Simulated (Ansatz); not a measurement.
**CHBrCl2 (bromodichloromethane): entropy by statistical mechanics**

A singlet with charge 0, relaxed at PBE0-D4/def2-TZVP (Ansatz 0.2.0):

```xyz
5

Cl   -0.5453    0.1542    1.6486
C     0.0800    0.0861    0.0115
Cl    1.2154   -1.2354   -0.1892
Br   -1.3535   -0.0188   -1.2825
H     0.6034    1.0139   -0.1885
```

Harmonic wavenumbers in cm⁻¹: 214, 222, 334, 615, 741, 785, 1195, 1235, 3186.

Masses in u: Cl 35.45, C 12.011, Br 79.904, H 1.008. Take T = 298.15 K, p = 1 bar, R = 8.3145 J/(mol K), kT/hc = 207.22 cm⁻¹, rigid rotor and harmonic oscillator.

Compute the standard molar entropy.


1. Translation (Sackur–Tetrode): S = R[3/2 ln M + 5/2 ln T − 1.1517] with M = 163.823 gives 172.4 J/(mol K).
2. Rotation: principal moments 154.800, 279.540, 422.824 u Å² give A, B, C = 0.1089, 0.0603, 0.0399 cm⁻¹; the symmetry number is σ = 1; q = (√π/σ)√((kT/hc)³/ABC) = 326636; S = R(ln q + 3/2) = 118.0.
3. Vibration: with u = ν̃/207.22, each mode gives R[u/(eᵘ − 1) − ln(1 − e⁻ᵘ)]; the sum is 25.8, most from 214 cm⁻¹ (8.4), 222 cm⁻¹ (8.1), 334 cm⁻¹ (5.2).
4. Electronic: R ln 1 = 0.0, from the spin multiplicity alone.
5. Sum: 172.4 + 118.0 + 25.8 + 0.0 = 316.2 J/(mol K).

The tabulated value is 316.4 J/(mol K) (CRC Handbook of Chemistry and Physics): the model is off by -0.2.
